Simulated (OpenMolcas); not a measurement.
## O I: CASPT2 settings compared

```
Program             : OpenMolcas 26.06
Basis               : ANO-RCC-VDZP [3s2p1d]
Scalar Hamiltonian  : DKH2, point nucleus
Active space        : 6 electrons in 4 orbitals (2s 2p)
State averaging     : 2S+1 = 3 even, 3 roots; 2S+1 = 1 even, 6 roots kept (CI in the orbitals of an earlier block)
Spin-orbit coupling : RASSI with atomic mean-field integrals over the reference wave functions, term energies averaged over their components
```

Methods on the same reference wave functions:
A. CASSCF
B. SS-CASPT2, IPEA 0.15 Eh, real shift 0.5 Eh (closed shells correlated: 1s)
C. SS-CASPT2, IPEA 0.1 Eh, real shift 0.2 Eh (closed shells correlated: 1s)
D. SS-CASPT2, IPEA 0.75 Eh, no level shift (closed shells correlated: 1s)

Energies in cm-1 above 2s2 2p4 3P2, the measured ground level; measured values from NIST Handbook of Basic Atomic Spectroscopic Data.

```tsv
Level	A	B	C	D	Measured
2s2 2p4 3P2	0.0	0.0	0.0	0.0	0.0
2s2 2p4 3P1	152	152	152	152	158
2s2 2p4 3P0	226	226	226	226	227
2s2 2p4 1D2	17708	17100	17170	16610	15868
2s2 2p4 1S0	32267	34350	34410	33960	33793
```

Deviations, from unrounded energies. A percentage is the sum of absolute deviations over the sum of measured energies, with the sign that they share, or ± where signs differ.

```
                        Against measurement  Levels     A     B     C     D
             mean absolute deviation (cm-1)       4   840   450   480   230
      fine structure of the ground term (%)       2  -1.9  -1.8  -1.8  -1.8
other terms of the ground configuration (%)       2  ±6.8  +3.6  +3.9  +1.8
```

D lies closest to measurement on these levels and A furthest from it. The largest miss of D in the table is 2s2 2p4 1D2, by +750 cm-1. The ranking rests on the paired levels alone, and a cruder setting can come out closer through cancelling errors.

Among B to D the level of the table that moves most is 2s2 2p4 1D2, by 560 cm-1 (lowest in D, highest in C). Moves below CASPT2's spread within the term are not significant.

From A to B the spin-free energies of the other terms of 2s2 2p4 shown, above 3P, scale by factors of 0.97 to 1.06.

The lowest spin-free term lies below A's lowest term by 0.113 hartree in B, 0.116 hartree in C, 0.105 hartree in D.

CASPT2 breaks the degeneracy within a term, and the mean is taken; among the terms shown or strongly mixed into the levels shown the widest spread is 110 cm-1 (2s2 2p4 1D, D). Terms from blocks run as CI alone lack orbitals of their own. Without dynamic correlation excited terms often stand tens of per cent too high (terms of higher spin than the ground term too low), and those without a measured partner can miss by more than the paired ones (holds for A). Measured partners are found by configuration, term and J. A level has none where our copy of the source lacks it or the pairing is in doubt (some pairs that miss far off the trend of their configuration count as doubtful), and it then counts in no deviation. Only configurations of the active space appear.
